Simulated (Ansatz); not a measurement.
A run for Ansatz (a first-principles code): R-PBE/def2-TZVPP on F6Ga2.

Ansatz 0.2 input:
```yaml
crystal:
  periodic: [false, false, false]
  atoms:
    - {symbol: Ga, position_ang: [-1.10902661, -0.21031960, -0.94220648]}
    - {symbol: Ga, position_ang: [1.10907744, 0.21012937, 0.94212577]}
    - {symbol: F, position_ang: [-2.04094499, 1.18542621, -1.36541851]}
    - {symbol: F, position_ang: [-1.34749180, -1.82681866, -1.51291221]}
    - {symbol: F, position_ang: [2.04243942, -1.18422684, 1.36669064]}
    - {symbol: F, position_ang: [1.34563647, 1.82730356, 1.51175762]}
    - {symbol: F, position_ang: [-0.75718274, -0.22122244, 0.94061244]}
    - {symbol: F, position_ang: [0.75749281, 0.21972840, -0.94074927]}
basis:
  gaussian:
    orbitals: def2-TZVPP
hamiltonian:
  xc: {name: PBE}
scf: {lower_state_search: off}
```

It printed:

```
WARN ansatz: RAYON_NUM_THREADS=4 ignored (pool sized by the plan → 4); use --threads N
Functional definition: PBE
these checks for a lower state are left out or cut short: stability, starts, cluster_reference, orbital_swaps, neighbouring_geometries, increment
integrals: 0.31 GiB planned
1672 factors; their error is unknown
mean field: 1.62 GiB planned
mean field evaluation 1: about -121028.0049 eV, gradient 1.0e2 eV
mean field evaluation 2: about -120953.2098 eV, gradient 2.5e2 eV
mean field evaluation 4: about -121041.3159 eV, gradient 1.5e1 eV
mean field evaluation 8: about -121041.6031 eV, gradient 2.7e-1 eV
mean field evaluation 16: about -121041.5744 eV, gradient 7.5e-5 eV
mean field -121041.57435767 eV, -4448.1958127186 hartree, gradient 3.2e-6 eV, S^2 0.000000; 0 other end points of the search recorded, 0 dependent functions left out
reference -121041.57440374 eV, -4448.1958144117 hartree; 58, 58 occupied and 224, 224 virtual orbitals, 1672 factors
Total energy: -121041.57440374 eV, -4448.1958144117 hartree
Checks for a lower state left out: stability, starts, cluster_reference, orbital_swaps, neighbouring_geometries, increment
```

The calculation finished and met its thresholds.

Cost: roughly 7 core-seconds.
